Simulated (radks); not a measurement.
Results of a calculation; reference values are marked as such.
All-electron atom: Xe4+ in [Kr] 4d10 5s2 5p2. Code: a radial shooting solver on a logarithmic mesh with Libxc functionals. Model: Dirac Kohn-Sham, PBE, spin-unpolarised, spherical densities, finite nucleus; open shells fill j = l - 1/2 first; Fermi nuclear charge, rms radius 4.7859 fm.

Unscreened Slater integrals over Kohn-Sham orbitals (cm^-1). Large and small components are both included. Empty in this configuration: 5p3/2.

integral          value
F0(5p1/2,5p1/2)  103830
F0(5p1/2,5s1/2)  108980
G1(5p1/2,5s1/2)   74779
F0(5p1/2,4d5/2)  127880
G3(5p1/2,4d5/2)   12017
F0(5p1/2,4d3/2)  128090
G1(5p1/2,4d3/2)   12436
F0(5p1/2,5p3/2)  102120
G2(5p1/2,5p3/2)   55509
F0(5s1/2,5s1/2)  115260
F0(5s1/2,4d5/2)  139630
G2(5s1/2,4d5/2)   17598
F0(5s1/2,4d3/2)  139890
G2(5s1/2,4d3/2)   17057
F0(5s1/2,5p3/2)  106910
G1(5s1/2,5p3/2)   71541
F0(4d5/2,4d5/2)  226310
F2(4d5/2,4d5/2)  114960
F4(4d5/2,4d5/2)   76515
F0(4d5/2,4d3/2)  227650
F2(4d5/2,4d3/2)  115600
G2(4d5/2,4d3/2)  115470
G4(4d5/2,4d3/2)   76864
F0(4d5/2,5p3/2)  124310
F2(4d5/2,5p3/2)   36902
G1(4d5/2,5p3/2)   11351
G3(4d5/2,5p3/2)   10859
F0(4d3/2,4d3/2)  229020
F2(4d3/2,4d3/2)  116280
F0(4d3/2,5p3/2)  124510
F2(4d3/2,5p3/2)   36503
G1(4d3/2,5p3/2)   11029
G3(4d3/2,5p3/2)   10609
F0(5p3/2,5p3/2)  100530
F2(5p3/2,5p3/2)   54900
